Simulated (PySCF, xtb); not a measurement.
Se(F)(OSiH3) (FH₃OSeSi), SMILES F[Se]O[SiH3]. Atoms are numbered in the order given.

```xyz
7

Se    -0.2100     0.5556     0.7856
F     -1.8528     0.2784     0.1247
O      0.6609    -0.8540     0.0765
Si     1.0676    -0.8532    -1.5931
H     -0.1368    -1.1807    -2.4254
H      2.1033    -1.9282    -1.7305
H      1.6161     0.4898    -1.9846
```

Geometry optimised at PBE-D3(BJ)/def2-SVP. The geometry has at least one imaginary mode, so it is a saddle point at that level. Other conformers were not sampled.

The numbers are results of IEF-PCM-ωB97X/def2-SVP run with PySCF, not measurements.

The values are the electrostatic part of the solvation free energy, E(continuum) − E(gas) at the gas-phase geometry, in a cavity of scaled van der Waals radii (PySCF's table); cavitation and dispersion terms are not included. In vacuum the orbital gap is 9.70 eV. The dipole moment in vacuum is 1.96 D.

```tsv
solvent	ε	ΔG(elec) (kcal/mol)	dipole (D)	gap (eV)
water	78.36	-3.5	2.42	9.80
tetrahydrofuran	7.43	-2.8	2.32	9.78
N,N-dimethylformamide	37.22	-3.4	2.41	9.80
```

For comparison, GFN2-xTB/ALPB(water) (xtb, at the GFN2-xTB geometry, all terms of that model) gives -0.2 kcal/mol.
